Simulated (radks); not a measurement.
Trend from Sc3+ to Zn3+: ionisation energy by Delta-SCF between NIST ground configurations, and size. Method: scalar-relativistic Kohn-Sham, r2SCAN, spin-unpolarised, spherical densities, finite nucleus; meta-GGA in the generalised Kohn-Sham scheme; Fermi nuclear charge, rms radius of each element as measured or else 0.836 A^(1/3) + 0.57 fm; computed with a radial shooting solver on a logarithmic mesh with Libxc functionals.

| species | configuration | configuration of the ion | IE (eV) | NIST (eV) | kind |
|---|---|---|---|---|---|
| Sc3+ | [Ar] | [Ne] 3s2 3p5 | 74.651 | 73.489 | exp. |
| Ti3+ | [Ar] 3d1 | [Ar] | 42.552 | 43.267 | exp. |
| V3+ | [Ar] 3d2 | [Ar] 3d1 | 45.315 | 46.709 | exp. |
| Cr3+ | [Ar] 3d3 | [Ar] 3d2 | 47.952 | 49.16 | semi-emp. |
| Mn3+ | [Ar] 3d4 | [Ar] 3d3 | 50.491 | 51.2 | semi-emp. |
| Fe3+ | [Ar] 3d5 | [Ar] 3d4 | 52.946 | 54.91 | exp. |
| Co3+ | [Ar] 3d6 | [Ar] 3d5 | 55.331 | 51.3 | semi-emp. |
| Ni3+ | [Ar] 3d7 | [Ar] 3d6 | 57.653 | 54.9 | semi-emp. |
| Cu3+ | [Ar] 3d8 | [Ar] 3d7 | 59.920 | 57.38 | semi-emp. |
| Zn3+ | [Ar] 3d9 | [Ar] 3d8 | 62.136 | 59.57 | exp. |

Reference values: NIST Atomic Spectra Database (exp. = measured, semi-emp. = semi-empirical, theory = theoretical value adopted there). Spin polarisation and multiplet splitting are left out, so open shells lie too high by an amount that depends on their filling.

Beside tabulated values, note that spin-unpolarised runs miss the spin-polarisation part of the exchange energy of open shells.
